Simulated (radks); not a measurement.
Results of a calculation; reference values are marked as such.
Tb43+, configuration [Ar] 3d4. Level of theory: non-relativistic Kohn-Sham, LB94 model potential, spin-polarised, spherical densities, point nucleus; open shells are filled with parallel spins first (spin-orbit coupling, left out, can overturn this in heavy ions); relativity is left out, which matters for an element this heavy (a radial shooting solver on a logarithmic mesh with Libxc functionals).

Unscreened Slater integrals over Kohn-Sham orbitals (cm^-1). They are taken over the spin-up orbitals. Empty in this configuration: 4s.

integral,value
"F0(3d,3d)",993120
"F2(3d,3d)",513270
"F4(3d,3d)",331960
"F0(3d,3p)",907930
"F2(3d,3p)",434390
"G1(3d,3p)",453040
"G3(3d,3p)",305640
"F0(3d,3s)",879130
"G2(3d,3s)",323110
"F0(3d,2p)",1255800
"F2(3d,2p)",389640
"G1(3d,2p)",367760
"G3(3d,2p)",212700
"F0(3d,4s)",542810
"G2(3d,4s)",50193
"F0(3p,3p)",857880
"F2(3p,3p)",433020
"F0(3p,3s)",833900
"G1(3p,3s)",534510
"F0(3p,2p)",1134100
"F2(3p,2p)",286410
"G0(3p,2p)",111430
"G2(3p,2p)",123510
"F0(3p,4s)",529570
"G1(3p,4s)",56166
"F0(3s,3s)",814470
"F0(3s,2p)",1069000
"G1(3s,2p)",107630
"F0(3s,4s)",523870
"G0(3s,4s)",42167
"F0(2p,2p)",2393700
"F2(2p,2p)",1146600
"F0(2p,4s)",606410
"G1(2p,4s)",33921
"F0(4s,4s)",430110

Derived for the open shells (J is the average intra-shell exchange parameter used in DFT+U). 3d: Racah B = F2/49 - 5 F4/441 = 6711 cm^-1, C = 35 F4/441 = 26350 cm^-1, C/B = 3.93, F4/F2 = 0.647, J = (F2 + F4)/14 = 60370 cm^-1.
